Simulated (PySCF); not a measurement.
C2H10OSi3, SMILES O[Si@@H]1C[C@H]([SiH3])[SiH2]1.

Coordinates come from a B3LYP-D3(BJ)/def2-SVP optimisation. The structure was generated by enumeration; whether it is a known compound was not checked. One conformer was computed; it need not be the lowest.

Two levels are set side by side: TDA-PBE/def2-SVPD (PySCF) and TDA-CAM-B3LYP/def2-SVPD (PySCF). Vertical, same geometry. The lowest singlet is HOMO→LUMO 95 % with PBE and HOMO→LUMO 86 % with the other functional; states are paired by order. Differences are taken from unrounded values.

| quantity | TDA-CAM-B3LYP |
|---|---|
| lowest singlet excitation (eV) | 5.94 |
| lowest triplet excitation (TDA) (eV) | 5.23 |
| first bright state (f over 0.05) (eV) | 6.49 |
| its oscillator strength | 0.10 |

Task: What does TDA-PBE give, and how far is it from TDA-CAM-B3LYP? (Estimate from the structure and the level; the computed values follow.)

Result: 
| quantity | TDA-PBE | TDA-PBE minus TDA-CAM-B3LYP |
|---|---|---|
| lowest singlet excitation (eV) | 5.24 | -0.71 |
| lowest triplet excitation (TDA) (eV) | 4.70 | -0.53 |
| first bright state (f over 0.05) (eV) | 5.64 | -0.86 |
| its oscillator strength | 0.05 | -0.05 |

Functionals without exact exchange tend to place singlet excitations lower, as here. Differences between two approximate levels are no errors against the true value.

Rough cost on one machine, each run with all the roots and properties that it gave: TDA-CAM-B3LYP against TDA-PBE about 4 times.
